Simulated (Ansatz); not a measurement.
Consider the cleavage of the B–Al bond: `[NH2][AlH][BH]F` + `[SiH3]N[SiH3]` → `FBN([SiH3])[SiH3]` + `[NH2][AlH2]`.

Isolated molecules relaxed with PBE0-D4/def2-TZVP in Ansatz; ΔE leaves out vibrations. CCSD(T)/CBS adds triple-zeta CCSD(T) − MP2 to the extrapolated MP2 energy (def2 sets, frozen cores). This one scheme is used for every species. DFT in def2-TZVPP. One conformer a species, not always the lowest.

```tsv
level	ΔE (kcal/mol)
ωB97M-V	-41.4
CAM-B3LYP	-40.3
```

Problem. What does CCSD(T)/CBS give? (Best estimate.)

Solution. Computed: -40.2 kcal/mol. The listed levels differ from it by -1.2, -0.1 kcal/mol.

Largest T1 diagnostic among the species: 0.014.

The D4 term adds −1.6 kcal/mol with B3LYP and −0.8 kcal/mol with PBE0; it sums over pairs of atoms, weighted by their polarisabilities, and B3LYP, whose exchange is more repulsive, gets the larger term. At CCSD(T), def2-SVP lies −4.2 kcal/mol from the extrapolated value and def2-TZVPP −0.4 kcal/mol.

B3LYP here is the variant with VWN-RPA as its local correlation; programs differ in this.
